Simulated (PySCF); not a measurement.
Spectrum to structure. The calculation used PySCF, TDDFT CAM-B3LYP/def2-SVPD, vertical, gas phase, core orbitals frozen in the response. Geometries: GFN2-xTB, one conformer each.

| state | ν̃ (cm⁻¹) | f | main configurations (H = HOMO, L = LUMO) |
| --- | --- | --- | --- |
| S1 | 60860 | 0.0017 | H→L (56%), H→L+1 (28%) |
| S2 | 63020 | 0.0026 | H-1→L (47%), H-1→L+1 (21%), H-2→L (12%) |
| S3 | 71130 | 0.026 | H→L+1 (41%), H→L+2 (30%), H→L (18%) |
| S4 | 72020 | 0.020 | H-1→L+1 (39%), H-1→L (27%), H-2→L (16%) |
| S5 | 74110 | 0.054 | H-2→L (35%), H-1→L+2 (30%), H-2→L+1 (11%) |
| S6 | 75690 | 0.0053 | H-2→L+1 (49%), H-2→L (16%), H-1→L+1 (8%) |
| S7 | 76440 | 0.0075 | H-1→L+3 (23%), H→L+3 (12%), H-2→L+2 (12%) |
| S8 | 77270 | 0.018 | H→L+3 (36%), H→L+7 (12%), H-1→L+3 (10%) |

Triplets computed (Tamm–Dancoff): 6.79, 7.00, 8.60 eV.

Problem. Which structure fits?
A. `O=C(O)CCC1C=C1`
B. `C=C(C(=O)Cl)C(C)C`
C. `COC(F)(F)[C@H](F)Cl`

Solution. C. Its S1, at 7.55 eV, is the highest among the candidates; the nearest of the others has S1 at 5.91 eV. S1 is HOMO→LUMO (56%), HOMO→LUMO+1 (28%). Löwdin shares by element: HOMO chlorine 72%, carbon 15% or more; LUMO chlorine 38%, carbon 24% or more, fluorine 7% or more (atoms not listed hold the other 30%). At the same level the other candidates give, for their lowest levels:
- `C=C(C(=O)Cl)C(C)C`: 4.60 eV (f 0.000); 5.64 eV (f 0.115); 6.10 eV (f 0.046); 6.45 eV (f 0.073); 6.90 eV (f 0.001); T1 3.65 eV; HOMO -9.62, LUMO -1.00 eV
- `O=C(O)CCC1C=C1`: 5.91 eV (f 0.000); 6.37 eV (f 0.002); 6.41 eV (f 0.067); 7.15 eV (f 0.006); 7.35 eV (f 0.016); T1 4.10 eV; HOMO -8.56, LUMO 1.05 eV

Conformer computed: `[CH3:1][O:2][C:3]([F:4])([F:5])[C@H:6]([F:7])[Cl:8]`: C1–O2–C3–F4 -55°, O2–C3–C6–F7 -179°.
